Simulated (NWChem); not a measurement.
# CH$_{3}$F$_{3}$Ti; SMILES [CH3][Ti]([F])([F])[F]

```xyz
8

Ti     0.0000     0.0000    -0.1060
F      1.4954     0.7385    -0.6029
F     -1.3872     0.9258    -0.6029
F     -0.1082    -1.6643    -0.6029
C      0.0000     0.0000     1.9457
H      0.8803    -0.5428     2.3126
H     -0.9103    -0.4909     2.3126
H      0.0300     1.0338     2.3126
```
Atoms are numbered in this order, from 1.

All runs: NWChem. Pople sets run with spherical d functions. Medium grid unless said otherwise, to which SCAN and Minnesota functionals are sensitive. Coordinates come from a B3LYP/6-31G* (spherical d) optimisation.

Problem. Estimate the computed values for SCAN/6-31G*. Quantities: highest occupied level (eV); orbital gap (eV); dipole (D).

Solution. 
```
Quantity                     Value
---------------------------  -----
highest occupied level (eV)  -7.41
orbital gap (eV)              4.25
dipole (D)                    1.06
```
